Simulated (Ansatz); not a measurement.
CH6InNOS, SMILES `C[O][In]([NH2])[SH]`, relaxed with RKS PBE0-D4/def2-TZVP in Ansatz from a GFN2-xTB geometry. The force threshold is 0.005 eV/Å; the program also tests the step.

Total charge 0; spin multiplicity 1. In takes the def2 core potential.

Start:

```xyz
11

C    -0.528   -1.519    1.224
O    -0.155   -0.183    1.030
In    0.246    0.753   -0.699
N     0.379    2.794   -0.437
S     0.295   -0.635   -2.694
H    -0.386   -1.743    2.286
H     0.088   -2.221    0.646
H    -1.583   -1.685    0.973
H     0.505    2.964    0.558
H     1.194    3.175   -0.911
H    -0.055   -1.700   -1.975
```

(1) By how much does the energy fall, and how many steps does the optimiser take? (Estimate.)

(2) Which bonds change most? (An estimate is asked.)

(3) Give the relaxed structure. (Best estimate.)

Results:

(1) The calculation gave: 0.09 eV, in 21 steps, 1 of them rejected.

(2) The calculation gave: In3–S5 from 2.432 to 2.376 Å; In3–N4 from 2.062 to 2.008 Å; O2–In3 from 2.007 to 1.984 Å; S5–H11 from 1.331 to 1.344 Å.

(3) Ansatz gave: 
```xyz
11

C    -0.501   -1.547    1.190
O    -0.195   -0.182    1.150
In    0.211    0.754   -0.552
N     0.456    2.742   -0.410
S     0.154   -0.535   -2.546
H    -0.680   -1.835    2.232
H     0.315   -2.181    0.814
H    -1.408   -1.800    0.622
H     0.759    3.068    0.497
H     1.022    3.177   -1.125
H    -0.133   -1.662   -1.872
```
